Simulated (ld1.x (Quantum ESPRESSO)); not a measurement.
# Reading a pseudo-wave (Nb)

Columns: radius, all-electron u(r) and pseudo u(r) of the 4p shell (level -52.01 eV) of niobium in the configuration [Ar] 3d10 4s2 4p6 4d3 5s0 5p0; LDA (PZ), scalar-relativistic, TM scheme, ld1.x (Quantum ESPRESSO) 7.5.

```
r (bohr)  all-electron  pseudo
   0.108        0.2825  0.0234
   0.215       -0.2670  0.0905
   0.322       -0.5205  0.1944
   0.430       -0.3618  0.3262
   0.538       -0.0181  0.4715
   0.645        0.3361  0.6147
   0.752        0.6251  0.7434
   0.860        0.8278  0.8477
   0.968        0.9451  0.9188
   1.075        0.9927  0.9537
   1.182        0.9893  0.9547
   1.290        0.9505  0.9261
   1.398        0.8892  0.8749
   1.505        0.8162  0.8091
   1.612        0.7381  0.7352
   1.720        0.6590  0.6580
   1.828        0.5826  0.5824
   1.935        0.5117  0.5117
   2.042        0.4465  0.4465
   2.150        0.3870  0.3870
   2.258        0.3339  0.3339
   2.365        0.2872  0.2872
   2.472        0.2463  0.2463
   2.580        0.2101  0.2101
   2.688        0.1789  0.1789
   2.795        0.1521  0.1521
```

**Question.** How many radial nodes do the two functions have?

**Answer.** The all-electron 4p function has n − l − 1 = 2; the pseudo-wave has 0, since the states of the same l below it are removed with the core.

**Question.** At about which radius was the pseudo-wave matched?

**Answer.** 2.15 bohr. The columns agree to 0.0005 from 1.83 bohr on; several derivatives are matched, so the curves merge somewhat inside the radius.

**Question.** Where does each function peak?

**Answer.** Outermost all-electron maximum near 1.07 bohr, pseudo maximum near 1.18 bohr (to the table’s step).

**Question.** Is the pseudo-wave norm-conserving?

**Answer.** Yes: the TM scheme keeps the norm inside the radius equal to the all-electron one, which fixes the energy derivative of the logarithmic derivative at the level.
